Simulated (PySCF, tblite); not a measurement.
Species: C3H5F3OS.
Numbering: `[CH3:1][O:2][CH2:3][S:4][C:5]([F:6])([F:7])[F:8]` (hydrogens: H9, H10, H11 on C1; H12, H13 on C3)

Computed with GFN2-xTB (tblite), gas phase: nudged elastic band of 9 images (0 to 8), spring 0.2 eV/Å², climbing image at the end, force threshold 0.05 eV/Å. The top image wasn't refined or checked by frequencies; at this threshold it can lie a kcal/mol or more above the true saddle point of the method.

Path: rotation about C5–S4 (CF3 carbon, sulfide sulfur), followed by the dihedral F7–C5–S4–C3.

Image 0 (start, dihedral -69°):
```
atom  x, y, z in Å
C1      1.937    0.307    0.380
O2      0.897    0.589   -0.536
C3      0.213   -0.502   -0.982
S4     -0.903   -1.258    0.310
C5     -2.061    0.138    0.477
F6     -3.105   -0.220    1.216
F7     -1.500    1.196    1.060
F8     -2.524    0.543   -0.708
H9      1.541   -0.163    1.286
H10     2.684   -0.353   -0.072
H11     2.388    1.263    0.631
H12    -0.426   -0.196   -1.811
H13     0.855   -1.344   -1.269
```

Image 8 (end, 0.000 eV, dihedral 51°):
```
atom  x, y, z in Å
C1      1.866    0.055    0.690
O2      0.965    0.669   -0.210
C3      0.331   -0.182   -1.063
S4     -0.964   -1.239   -0.232
C5     -2.096    0.104    0.246
F6     -1.587    0.880    1.201
F7     -2.393    0.896   -0.786
F8     -3.235   -0.401    0.707
H9      1.346   -0.655    1.340
H10     2.660   -0.468    0.147
H11     2.290    0.857    1.289
H12    -0.182    0.407   -1.823
H13     0.993   -0.925   -1.524
```

Q: What do the inner images look like?

A: 
Image 1: +0.013 eV, dihedral -55°
```
atom  x, y, z in Å
C1      1.933    0.281    0.424
O2      0.909    0.604   -0.496
C3      0.223   -0.461   -0.995
S4     -0.911   -1.266    0.249
C5     -2.065    0.127    0.447
F6     -2.950   -0.147    1.399
F7     -1.448    1.256    0.782
F8     -2.742    0.372   -0.679
H9      1.522   -0.216    1.308
H10     2.679   -0.369   -0.041
H11     2.386    1.226    0.713
H12    -0.401   -0.112   -1.819
H13     0.862   -1.295   -1.309
```

Image 2: +0.038 eV, dihedral -40°
```
atom  x, y, z in Å
C1      1.934    0.250    0.464
O2      0.938    0.617   -0.469
C3      0.243   -0.420   -1.013
S4     -0.909   -1.254    0.194
C5     -2.080    0.123    0.421
F6     -2.771   -0.052    1.543
F7     -1.478    1.306    0.496
F8     -2.957    0.200   -0.586
H9      1.497   -0.281    1.317
H10     2.690   -0.385   -0.006
H11     2.383    1.180    0.803
H12    -0.369   -0.034   -1.829
H13     0.875   -1.250   -1.353
```

Image 3: +0.060 eV, dihedral -25°
```
atom  x, y, z in Å
C1      1.932    0.219    0.505
O2      0.955    0.628   -0.432
C3      0.264   -0.381   -1.029
S4     -0.918   -1.248    0.124
C5     -2.095    0.120    0.394
F6     -2.567    0.073    1.637
F7     -1.552    1.318    0.211
F8     -3.140    0.041   -0.435
H9      1.478   -0.345    1.327
H10     2.695   -0.399    0.022
H11     2.378    1.133    0.889
H12    -0.330    0.041   -1.840
H13     0.896   -1.202   -1.388
```

Image 4 (top): +0.067 eV, dihedral -9°
```
atom  x, y, z in Å
C1      1.923    0.190    0.544
O2      0.958    0.639   -0.386
C3      0.282   -0.344   -1.042
S4     -0.935   -1.251    0.041
C5     -2.103    0.117    0.366
F6     -2.346    0.219    1.671
F7     -1.658    1.295   -0.056
F8     -3.273   -0.094   -0.242
H9      1.459   -0.407    1.337
H10     2.690   -0.408    0.045
H11     2.366    1.086    0.971
H12    -0.288    0.110   -1.852
H13     0.923   -1.152   -1.415
```

Image 5: +0.056 eV, dihedral 7°
```
atom  x, y, z in Å
C1      1.909    0.159    0.584
O2      0.953    0.648   -0.336
C3      0.298   -0.307   -1.052
S4     -0.955   -1.254   -0.047
C5     -2.106    0.115    0.336
F6     -2.116    0.382    1.642
F7     -1.806    1.242   -0.301
F8     -3.351   -0.211   -0.011
H9      1.437   -0.472    1.345
H10     2.682   -0.417    0.066
H11     2.349    1.035    1.053
H12    -0.249    0.179   -1.859
H13     0.950   -1.099   -1.438
```

Image 6: +0.033 eV, dihedral 23°
```
atom  x, y, z in Å
C1      1.896    0.126    0.621
O2      0.950    0.655   -0.286
C3      0.309   -0.268   -1.056
S4     -0.969   -1.253   -0.121
C5     -2.106    0.113    0.305
F6     -1.905    0.553    1.547
F7     -1.986    1.156   -0.512
F8     -3.367   -0.306    0.231
H9      1.415   -0.537    1.349
H10     2.674   -0.428    0.087
H11     2.333    0.980    1.134
H12    -0.220    0.252   -1.853
H13     0.970   -1.043   -1.462
```

Image 7: +0.011 eV, dihedral 37°
```
atom  x, y, z in Å
C1      1.885    0.090    0.657
O2      0.953    0.662   -0.239
C3      0.317   -0.226   -1.054
S4     -0.971   -1.250   -0.176
C5     -2.103    0.109    0.272
F6     -1.728    0.728    1.390
F7     -2.185    1.034   -0.684
F8     -3.327   -0.370    0.470
H9      1.392   -0.603    1.346
H10     2.669   -0.443    0.109
H11     2.317    0.918    1.214
H12    -0.206    0.331   -1.831
H13     0.982   -0.980   -1.491
```

The largest changes of bonds and angles from start to top: S4–C5 1.821 → 1.828 Å, C5–F7 1.332 → 1.328 Å, C5–F6 1.328 → 1.331 Å, C3–S4–C5 97.7 → 99.0°, S4–C5–F7 112.4 → 113.2°, S4–C5–F8 111.8 → 111.1°. GFN2-xTB torsional profiles can miss by a kcal/mol or more and can put conformers in the wrong order.

Q: What do single points at PBE0/pcSseg-1 (PySCF, no dispersion term) give on some images?

A: 
```
image  GFN2-xTB E (eV)  DFT E (eV)  HOMO (eV)  LUMO (eV)  dipole (D)
    0            0.000       0.000      -7.73       0.15        2.83
    2            0.038       0.059      -7.73       0.14        2.84
    4            0.067       0.099      -7.69       0.09        2.89
    6            0.033       0.041      -7.68       0.11        2.90
    8            0.000       0.001      -7.73       0.15        2.83
```

Energies count from image 0 at each level. At the GFN2-xTB top the DFT energy is 2.3 kcal/mol against 1.5; the geometries weren't optimised at the DFT level.

The cost below is that of the whole band run. The run took 2.2 s on an Arm Neoverse V1 with one thread, no GPU, shared host with 64 logical CPUs at a one-minute load of 47, and the process peaked at 0.25 GiB of memory.
